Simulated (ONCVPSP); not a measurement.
## Building the ONCV potential for arsenic (As) (LDA (Perdew-Zunger), fully relativistic).

- Element: arsenic
- Generator: ONCVPSP 4.0.1
- Type: optimised norm-conserving Vanderbilt (ONCV)
- Functional: LDA (Perdew-Zunger)
- Relativity: fully relativistic
- Frozen core: [Ne]
- Valence charge: 23
- Reference configuration: 3s2 3p6 3d10 4s2 4p2.5 (charge +0.5)
- Partial waves: 3s+4s: rc 1.00 bohr, ncon 4, nbas 8, qcut 11.6 1/bohr, 2 projectors; 3p+4p: rc 0.90 bohr, ncon 4, nbas 7, qcut 14 1/bohr, 2 projectors; 3d: rc 1.25 bohr, ncon 4, nbas 8, qcut 11.1 1/bohr, 2 projectors, debl 3.2 Ha
- Local potential: polynomial inside 0.75 bohr (lpopt 5, dvloc0 0 Ha)
- Core correction: none

Open shells are filled in proportion to 2j + 1.

Task: Estimate the cutoffs (Ha) at which the residual kinetic energy of the hardest occupied pseudo-wave falls to 1 and 0.1 mHa per electron.

Result: 69 Ha and 126 Ha.

Task: What does a ghost test show?

Result: No bound ghost flagged; no localised positive-energy state flagged.

Task: Tests: 3s2 3p6 3d10 4s2 4p3; 3s2 3p6 3d10 4s2 4p2; 3s2 3p6 3d10 4s2 4p1; 3s2 3p6 3d10 4s1 4p3. Which has the largest error in its energy relative to the reference configuration, and how large is it?

Result: 3s2 3p6 3d10 4s2 4p1, with +2.3 meV (all-electron minus pseudo) on +23.86 eV.
